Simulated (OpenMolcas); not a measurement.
# As²⁺: effect of the IPEA shift

```json
{"Program": "OpenMolcas 26.06", "Basis": "ANO-RCC-VQZP [7s6p4d2f1g]", "Scalar Hamiltonian": "DKH2, point nucleus", "Active space": "3 electrons in 9 orbitals (RAS2 4s 4p; RAS3 4d, at most 2 electrons)", "State averaging": "2S+1 = 4 odd, 1 root; 2S+1 = 2 odd, 11 roots; 2S+1 = 4 even, 3 roots; 2S+1 = 2 even, 9 roots", "Spin-orbit coupling": "RASSI with atomic mean-field integrals over the reference wave functions, term energies averaged over their components"}
```

Methods on the same reference wave functions:
A. RASSCF
B. MS-RASPT2, IPEA 0.25 Eh, imaginary shift 0.1 Eh (closed shells correlated: 3d)
C. MS-RASPT2, IPEA 0.5 Eh, imaginary shift 0.1 Eh (closed shells correlated: 3d)

Energies in cm⁻¹ above 4s² 4p ²P°_1/2, the measured ground level; measured values from Moore, Atomic Energy Levels, vol. II, NSRDS-NBS 35 (1971 reprint of NBS Circular 467, 1952).

```tsv
Level	A	B	C	Measured
4s² 4p ²P°_1/2	0.0	0.0	0.0	0.0
4s² 4p ²P°_3/2	2571	2580	2580	2940
4s 4p² ⁴P_1/2	59199	62750	62770	
4s 4p² ⁴P_3/2	60172	63730	63750	
4s 4p² ⁴P_5/2	61633	65190	65210	
4s 4p² ²D_3/2	82547	83420	83590	85309
4s 4p² ²D_5/2	82716	83600	83770	85630
4s 4p² ²S_1/2	108120	107100	107350	107806
4s 4p² ²P_1/2	116431	114920	115160	113938
4s 4p² ²P_3/2	117911	116390	116630	115425
```

Deviations, from unrounded energies. A percentage is the sum of absolute deviations over the sum of measured energies, with the sign that they share, or ± where signs differ.

```csv
Against measurement,Levels,A,B,C
mean absolute deviation (cm-1),6,1900,1200,1100
fine structure of the ground term (%),1,-12.5,-12.1,-12.1
other configurations (%),5,±2.2,±1.3,±1.3
```

B, C lie about equally close to measurement and A furthest from it. The largest miss of C in the table is 4s 4p² ²D_5/2, by -1900 cm-1. The ranking rests on the paired levels alone, and a cruder setting can come out closer through cancelling errors.

Between B and C the level of the table that moves most is 4s 4p² ²S_1/2, by 250 cm-1 (lowest in B, highest in C). Moves below CASPT2's spread within the term are not significant.

The mean deviations of B to C differ by less than CASPT2's widest spread within a term (29 cm-1), so their order carries little weight.

The lowest spin-free term lies below A's lowest term by 0.101 hartree in B, 0.100 hartree in C.

CASPT2 does not keep the components of a term degenerate, so their means are used; among the terms shown or strongly mixed into the levels shown the widest spread is 29 cm-1 (4s 4p² ²D, C). Active for correlation alone: 4d; no level in the range computed is led by a configuration that fills it, so any true level of that kind is missing. Some terms mix strongly with configurations of 4d, whose occupation reaches 0.18 (4s 4p² ²D). Computed and measured levels are paired by configuration, term and J; levels that our copy of the source lacks, or whose pairing is in doubt (as where it misses far off the trend of its configuration), stay unpaired and out of the deviations. Levels of configurations outside the active space are missing. Levels that lie high or do not pair safely by name in every column are left out.

° marks odd parity.
